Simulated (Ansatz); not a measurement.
`[SiH3][N]([SiH3])[GeH]` + H₂S → `[SH][GeH]` + `[SiH3]N[SiH3]` at 400 K and 1 bar (ligand exchange at a Ge–N bond).

Computed with Ansatz on PBE0-D4/def2-TZVP structures; ΔE is electronic, products minus reactants. CBS: MP2 limit from def2 TZ/QZ plus the TZ coupled-cluster correction, frozen cores. This one scheme is used for every species. For Ge outer-core shells are correlated without core-valence functions, which leaves a few kJ/mol of doubt a bond. Scalar relativity is left out up to krypton.

| species | CCSD(T)/CBS energy (Eh) | H − E (kJ/mol) | S (J/(mol·K)) |
| --- | --- | --- | --- |
| `[SiH3][N]([SiH3])[GeH]` | -2713.20588 | 202.2 | 402.5 |
| H₂S | -398.97279 | 53.4 | 215.9 |
| `[SH][GeH]` | -2475.08182 | 58.9 | 286.6 |
| `[SiH3]N[SiH3]` | -637.10515 | 203.4 | 366.7 |

H − E and S are ideal-gas, rigid-rotor, harmonic terms from PBE0-D4/def2-TZVP. 1 Eh = 2625.50 kJ/mol, R = 8.31446 J/(mol·K).

By hand: ΔE, ΔH, ΔS and ΔG.

ΔE = (-2475.08182) + (-637.10515) − (-2713.20588) − (-398.97279) = -0.00830 Eh = -21.8 kJ/mol. Δ(H − E) = 58.9 + 203.4 − 202.2 − 53.4 = 6.7, so ΔH = -15.1 kJ/mol. ΔS = 286.6 + 366.7 − 402.5 − 215.9 = 34.9 J/(mol·K). ΔG = -15.1 − 400 × (34.9)/1000 = -29.1 kJ/mol.

By hand: the equilibrium constant, and the temperature at which ΔG would vanish if ΔH and ΔS stayed fixed.

log₁₀ K = −ΔG/(RT ln 10) = 3.8. ΔH and −TΔS have one sign here, so there is no such temperature.

TΔS isn't small against ΔH here. A doubt of 5 kJ/mol in ΔE shifts log₁₀ K by 0.7 here. Modes under 60 cm⁻¹, often nearly free rotors, make the harmonic entropy too high. These are equilibria of isolated gas molecules and say nothing of rates. Largest T1 diagnostic: 0.015 (customary marks: 0.02 for closed shells, 0.045 for open ones).
